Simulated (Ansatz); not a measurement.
Reaction (redistribution): `O[SiH2]C[SiH2]S` + `O[SiH2]OCS` → `SCO[SiH2]S` + `O[SiH2]C[SiH2]O`

Program: Ansatz. Geometries: PBE0-D4/def2-TZVP. ΔE: electronic, gas phase. CCSD(T)/CBS is the MP2 limit (def2-TZVPP, def2-QZVPP) plus CCSD(T) − MP2 in def2-TZVPP, frozen cores. Each species was taken in one conformer, which may not be the lowest.

`O[SiH2]C[SiH2]S`:

Cartesian coordinates in Å:
```
O -1.322 2.404 1.227
Si -1.023 0.789 1.088
C 0.116 0.388 -0.336
Si 0.403 -1.433 -0.630
S 1.553 -1.830 -2.393
H -0.605 2.972 1.511
H -0.418 0.258 2.343
H -2.350 0.167 0.868
H 1.089 0.862 -0.162
H -0.298 0.823 -1.252
H 1.068 -2.030 0.557
H -0.879 -2.138 -0.883
H 2.666 -1.231 -1.938
```

`O[SiH2]OCS`:

Z-matrix (Å, degrees):
```
Si
O 1 1.655
O 1 1.635 2 113.5
H 1 1.489 2 106.7 3 -122.7
H 1 1.474 2 106.1 3 116.5
C 2 1.389 1 123.0 3 82.8
H 3 0.961 1 114.9 2 -59.9
S 6 1.822 2 114.9 1 -58.3
H 6 1.090 2 108.5 1 179.8
H 6 1.096 2 112.0 1 59.8
H 8 1.343 6 96.2 2 -66.7
```

`SCO[SiH2]S`:

```xyz
11

S    -0.311    1.752   -1.610
C    -0.065   -0.034   -1.481
O     0.859   -0.421   -0.501
Si    0.456   -0.920    1.010
S    -0.717    0.488    2.105
H    -1.082    1.869   -0.516
H     0.326   -0.335   -2.455
H    -1.036   -0.515   -1.334
H    -0.428   -2.113    0.962
H     1.748   -1.192    1.670
H     0.250    1.421    2.150
```

`O[SiH2]C[SiH2]O`:

```xyz
13

O    -2.116    0.198    0.599
Si   -0.926   -0.803    1.127
C     0.374   -1.029   -0.206
Si    1.160    0.563   -0.736
O    -0.090    1.656   -0.873
H    -1.783    0.950    0.095
H    -0.245   -0.272    2.344
H    -1.573   -2.093    1.473
H    -0.088   -1.516   -1.070
H     1.160   -1.696    0.169
H     2.137    1.039    0.282
H     1.870    0.456   -2.040
H     0.121    2.544   -1.164
```

```tsv
species	CCSD(T)/CBS(def2) energy (Eh)
`O[SiH2]C[SiH2]S`	-1094.06381
`O[SiH2]OCS`	-878.94521
`SCO[SiH2]S`	-1201.52167
`O[SiH2]C[SiH2]O`	-771.48706
```

(1) Work out ΔE.

Largest T1 diagnostic among the species: 0.012.

Results:

(1) ΔE = (-1201.52167) + (-771.48706) − (-1094.06381) − (-878.94521) = 0.00029 Eh = +0.2 kcal/mol.

The D4 term adds −1.2 kcal/mol with B3LYP and −0.6 kcal/mol with PBE0; it sums over pairs of atoms, weighted by their polarisabilities, and B3LYP, whose exchange is more repulsive, gets the larger term. In def2-TZVPP, CCSD(T) changes the Hartree–Fock value by −1.1 kcal/mol (the triples alone add −0.1 kcal/mol) and MP2 by −1.3 kcal/mol.

B3LYP here is the variant with VWN-RPA as its local correlation; programs differ in this.
